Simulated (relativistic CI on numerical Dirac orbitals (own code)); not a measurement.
## Au58+: sensitivity of the levels to the model

Base calculation: Dirac-Coulomb-Breit CI, separate exchange-only KLI orbitals for each configuration, QED by a radiative potential, unscaled Slater integrals.

Configurations in the expansion (outside the closed core [Ne]): 3s2.3p6.3d3, 3s2.3p5.3d4, 3s.3p6.3d4, 3s2.3p6.3d2.4s, 3s2.3p6.3d2.4p, 3s2.3p6.3d2.4d, 3s2.3p5.3d3.4s, 3s2.3p6.3d2.4f, 3s2.3p5.3d3.4p, 3s.3p6.3d3.4s, 3p6.3d4.4p, 3s.3p6.3d3.4p, 3s2.3p6.3d.4s.4p, 3s2.3p6.3d2.5s, 3s2.3p6.3d2.5p, 3s2.3p6.3d2.5d, 3s2.3p6.3d.4p.4d, 3s2.3p6.3d2.5f, 3s2.3p6.3d2.5g, 3s.3p6.3d2.4s.4p, 3s2.3p6.3d2.6s, 3p6.3d5, 3p5.3d6, 3p5.3d5.4s, 3p6.3d4.4s, 3p5.3d4.4s2, 3s2.3p6.3d.4s2, 3s2.3p6.4s2.4p, 3s2.3p6.4s2.4d, 3s2.3p6.3d.4p2, 3s2.3p6.4s.4p2, 3s2.3p6.4p3, 3s2.3p6.4p2.4d, 3s2.3p5.3d.4s.4p2, 3s2.3p6.3d.4s.4d, 3s2.3p6.4s.4p.4d, 3s2.3p6.4s.4d2, 3s2.3p5.3d.4s2.4d, 3s2.3p6.3d.4d2, 3s2.3p6.4p.4d2, 3s2.3p6.4d3, 3s2.3p5.3d.4s.4d2, 3s.3p6.3d2.4s2, 3s.3p6.3d.4s2.4p, 3s.3p6.3d.4s2.4d. Double excitations out of closed p, d and f shells are left out; levels of such configurations are missing from the list, as are those of other unlisted configurations, and high levels can miss mixing partners. These lack a partner that the ground configuration has and come out too high: 3s2.3p5.3d3.4p.

The lowest level and the first level of each name with at least 55 % of one term (blank where a level has no safe partner in the second run):

```
               Level  Base (eV)  Shift (eV)
  3s2.3p6.3d3 4F_3/2      0.000       0.000
  3s2.3p6.3d3 4F_5/2     91.043      +0.010
  3s2.3p6.3d3 4P_1/2    104.152      +0.009
  3s2.3p6.3d3 4F_7/2    191.712      +0.019
  3s2.3p6.3d3 2P_1/2    206.562      +0.018
 3s2.3p6.3d3 2H_11/2    207.131      +0.020
  3s2.3p6.3d3 2F_7/2    218.122      +0.018
  3s2.3p6.3d3 2D_3/2    242.071      +0.017
3s2.3p5.3d4 2I°_13/2    519.845      -0.141
```

At this charge energies of transitions that change n are usually good to better than 1 %, and those within a shell (Δn = 0) to a few per cent.

Task: One thing was changed in a second run, which moved the levels as shown. Which?
A. configuration mixing switched off
B. Breit term removed
C. QED terms removed
D. one mean potential for all configurations

Result: D. One mean potential for all configurations. One potential for all configurations removes the relaxation of the orbitals, which moves whole configurations and changes the integrals a little.

LS names give the leading component of a level, which can be under half, so a name can repeat, a term be missing and a line seem to break the LS rules.
